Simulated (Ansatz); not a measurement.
Reaction (redistribution): `B[SiH](O)C=O` + `C=C[Se]CO` → `B[Se]C=C` + `O=C[SiH](O)CO`

Computed with Ansatz on PBE0-D4/def2-TZVP structures; ΔE is electronic, products minus reactants. CCSD(T)/CBS is the MP2 limit (def2-TZVPP, def2-QZVPP) plus CCSD(T) − MP2 in def2-TZVPP, frozen cores. Functionals use def2-TZVPP. For Se outer-core shells are correlated without core-valence functions, which leaves a few kJ/mol of doubt a bond. Scalar relativity is left out up to krypton. Each species was taken in one conformer, which may not be the lowest.

CCSD(T)/CBS gives -144.4 kJ/mol.

**Question.** Another level gave -139.4 kJ/mol. Which?
A. MP2/def2-TZVPP
B. PBE-D4/def2-TZVPP
C. SCS-MP2/def2-TZVPP
D. PBE0/def2-TZVPP

**Answer.** D. PBE0 -139.4, PBE-D4 -134.4, SCS-MP2/def2-TZVPP -145.1, MP2/def2-TZVPP -150.5 kJ/mol.

Largest T1 diagnostic among the species: 0.016.

From PBE to PBE0 (25 % exact exchange), in def2-TZVPP and without D4, ΔE moves by −5.7 kJ/mol. In def2-TZVPP, CCSD(T) changes the Hartree–Fock value by −8.4 kJ/mol (the triples alone add −1.4 kJ/mol) and MP2 by −14.4 kJ/mol.
